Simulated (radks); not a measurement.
The gallium anion Ga- inside a hard spherical wall (all orbitals vanish at R), configuration held at [Ar] 3d10 4s2 4p2 and not refilled when levels cross. Method: scalar-relativistic Kohn-Sham, LDA (Slater exchange, Perdew-Wang correlation), spin-polarised, spherical densities, finite nucleus; open shells are filled with parallel spins first; Fermi nuclear charge, rms radius 3.9973 fm; computed with a radial shooting solver on a logarithmic mesh with Libxc functionals. Eigenvalues in eV for spin up, with the zero of energy where the potential of the charges vanishes at infinity; a dash marks a level that is unbound or too diffuse for the functional's potential to be trusted. A positive occupied level is held by the wall or, in an anion where self-interaction has pushed it up, behind a barrier. The pressure on the wall is -dE/dV.

[
 {"R (bohr)": "20", "E (hartree)": "-1941.13810", "kinetic (hartree)": "1973.341", "e(3p)": "-93.526", "e(3d)": "-14.301", "e(4s)": "-4.580", "e(4p)": "1.232", "e(5s, empty)": "1.644", "e(5p, empty)": "2.076", "pressure (GPa)": "0.00129"},
 {"R (bohr)": "15", "E (hartree)": "-1941.13596", "kinetic (hartree)": "1973.346", "e(3p)": "-93.181", "e(3d)": "-13.956", "e(4s)": "-4.266", "e(4p)": "1.489", "e(5s, empty)": "2.239", "e(5p, empty)": "3.132", "pressure (GPa)": "0.00838"},
 {"R (bohr)": "12", "E (hartree)": "-1941.13163", "kinetic (hartree)": "1973.357", "e(3p)": "-92.730", "e(3d)": "-13.507", "e(4s)": "-3.878", "e(4p)": "1.826", "e(5s, empty)": "3.046", "e(5p, empty)": "4.521", "pressure (GPa)": "0.0397"},
 {"R (bohr)": "8", "E (hartree)": "-1941.10159", "kinetic (hartree)": "1973.446", "e(3p)": "-91.132", "e(3d)": "-11.920", "e(4s)": "-2.627", "e(4p)": "3.135", "e(5s, empty)": "6.650", "e(5p, empty)": "9.920", "pressure (GPa)": "0.695"},
 {"R (bohr)": "7", "E (hartree)": "-1941.07428", "kinetic (hartree)": "1973.532", "e(3p)": "-90.228", "e(3d)": "-11.028", "e(4s)": "-1.958", "e(4p)": "3.956", "e(5s, empty)": "9.124", "e(5p, empty)": "13.236", "pressure (GPa)": "1.83"},
 {"R (bohr)": "5", "E (hartree)": "-1940.87172", "kinetic (hartree)": "1974.187", "e(3p)": "-86.280", "e(3d)": "-7.161", "e(4s)": "1.164", "e(4p)": "8.094", "e(5s, empty)": "21.974", "e(5p, empty)": "28.908", "pressure (GPa)": "21.2"},
 {"R (bohr)": "4", "E (hartree)": "-1940.45760", "kinetic (hartree)": "1975.462", "e(3p)": "-81.619", "e(3d)": "-2.645", "e(4s)": "5.673", "e(4p)": "14.061", "e(5s, empty)": "40.510", "e(5p, empty)": "50.017", "pressure (GPa)": "103"},
 {"R (bohr)": "3", "E (hartree)": "-1938.93897", "kinetic (hartree)": "1979.959", "e(3p)": "-71.330", "e(3d)": "7.307", "e(4s)": "18.669", "e(4p)": "30.397", "e(5s, empty)": "89.600", "e(5p, empty)": "103.32", "pressure (GPa)": "766"},
 {"R (bohr)": "1.5", "E (hartree)": "-1907.85753", "kinetic (hartree)": "2067.207", "e(3p)": "10.697", "e(3d)": "95.102", "e(4s)": "209.24", "e(4p)": "236.31", "e(5s, empty)": "596.39", "e(5p, empty)": "609.45", "pressure (GPa)": "88000"}
]
